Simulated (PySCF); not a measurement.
# Spinor energies of Yb(45+) (ytterbium, charge +45)

Start: [Ar] 3d7; 3d3/2 filled at m_j = -3/2, -1/2, +1/2, +3/2; 3d5/2 filled at m_j = +1/2, +3/2, +5/2. Calculated with PySCF 2.14 in an uncontracted even-tempered set (16 s from 11 bohr⁻², ratio 2.8; 12 p from 14 bohr⁻², ratio 2.8; 8 d from 14 bohr⁻², ratio 2.8; 3 f from 50 bohr⁻², ratio 3): generalised Hartree-Fock with the X2C-1e Hamiltonian and a Gaussian nucleus; one run each with spin-orbit coupling (SO) switched off, then screened by Boettger's factors.

```csv
spinor shell,electrons,"ε, spin-free (eV)","ε, screened SO (eV)",weight of nominal j (screened SO),"rms radius, screened SO (bohr)"
1s1/2,2,-64128.1,-64110.4,1.000,0.0223
2s1/2,2,-12992.9,-12986.3,1.000,0.0897
2p1/2,2,-11746.1,-12499.8,1.000,0.0765
2p3/2,4,-11746.1,-11429.6,1.000,0.0833
3s1/2,2,-4640.0,-4638.0,1.000,0.224
3p1/2,2,-4252.8,-4437.2,0.999,0.215
3p3/2,4,-4252.8,-4173.8,1.000,0.228
3d3/2,4,-3836.1,-3864.8,0.987,0.198
3d5/2,3,-3836.1,-3812.3,0.989,0.201
```

| quantity | spin-free | screened SO |
| --- | --- | --- |
| E (hartree) | -12496.73367 | -12511.58996 |
| M_J | 9/2 | 9/2 |
| ⟨J²⟩ | 24.750 | 24.750 |
| ⟨L²⟩ | 12.000 | 15.707 |
| ⟨S²⟩ | 3.750 | 2.603 |

Each row is a mean over spinors that exchange with the open shell spreads, by up to 39.731 eV (3p3/2).

Breit and QED terms are absent; they matter most for the inner s and p1/2 levels.

Densities and radii are taken from the X2C orbitals without a picture-change correction, which distorts them close to the nucleus.

Without spin-orbit coupling the j labels of p, d and f shells carry no meaning; the spin-free column gives the mean over the occupied spinors of each nl shell.
